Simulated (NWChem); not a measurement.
A series in which one site is exchanged, each optimised at PBE0/def2-SVP with NWChem, gas phase unless a solvent is named. This build's default masses of Se (78.918 u) and Br (79.917 u) are each other's, which moves their modes by up to 0.6 %. For some, no frequency run checked for a minimum. def2 effective core potentials on Sb, Bi; no spin-orbit coupling.

A: [Br][BiH2] (BiH$_{2}$Br; site = Bi)
B: [GaH2][Br] (GaH2Br; site = Ga)
C: BBr (BH2Br; site = B)
D: [Br][SbH2] (SbH2Br; site = Sb)

```json
[
 {"quantity": "dipole (D), PBE0/def2-SVP", "A": "3.35", "B": "1.77", "C": "?", "D": "2.48"},
 {"quantity": "orbital gap (eV), PBE0/def2-SVP", "A": "5.48", "B": "6.11", "C": "?", "D": "5.59"},
 {"quantity": "static polarisability, PBE/def2-SVPD (bohr³)", "A": "73.6", "B": "54.9", "C": "?", "D": "68.5"}
]
```

Fill in the missing entries.


- dipole (D), PBE0/def2-SVP, C: 0.43
- orbital gap (eV), PBE0/def2-SVP, C: 6.19
- static polarisability, PBE/def2-SVPD (bohr³), C: 38.6
